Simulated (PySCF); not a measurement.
C2H7Si, doublet, geometry from GFN2-xTB. Base run: R2SCAN/6-31G* (PySCF).

Input for PySCF:
```python
from pyscf import gto, scf, dft

mol = gto.Mole()
mol.atom = '''
    C     1.52174170    0.61007953    0.15480626
    Si    0.09075186   -0.48666526   -0.24365779
    C    -1.51187863    0.36127300    0.31477419
    H     2.53862615    0.31802367   -0.04021949
    H     1.41387604    1.58674764    0.59320017
    H     0.02745229   -0.74749305   -1.69272064
    H     0.22992818   -1.78305326    0.44183991
    H    -1.51054122    0.54702469    1.38501196
    H    -2.37946502   -0.25228421    0.09084424
    H    -1.64958091    1.31623309   -0.18422968
'''
mol.basis = '6-31g*'
mol.spin = 1
mol.verbose = 4
mol.build()

mf = dft.UKS(mol)
mf.xc = 'r2scan'
mf.kernel()
mf.analyze()
```

Variants of this job, named by their change:

```csv
change,E (Eh),HOMO (eV),dipole (D),<S^2>,core-seconds (rough)
base,-369.75691,-5.71,0.69,0.756,10
functional = b97-1,-369.78186,-6.18,0.67,0.754,7
functional = b3lyp; dispersion = d3zero,-369.86630,-6.23,0.66,0.754,8
functional = blyp; dispersion = d3zero,-369.77222,-4.91,0.67,0.753,7
functional = hse06,-369.63365,-6.22,0.69,0.754,20
functional = m062x,-369.75930,-7.61,0.63,0.755,10
functional = m06l,-369.82390,-5.55,0.65,0.756,10
functional = mn15,-369.58608,-6.92,0.74,0.753,8
functional = pw6b95,-370.19667,-6.55,0.66,0.753,9
functional = revpbe,-369.74781,-5.16,0.70,0.754,9
functional = bp86,-369.85666,-5.25,0.70,0.753,6
functional = scan,-369.81472,-5.74,0.69,0.755,10
functional = bhandhlyp,-369.78826,-7.82,0.65,0.755,6
```

Totals shift with the method and basis; they matter in differences.

Open shells are given as the SCF converged; they aren't shown to be the lowest states, and a large step between rows can be another state.
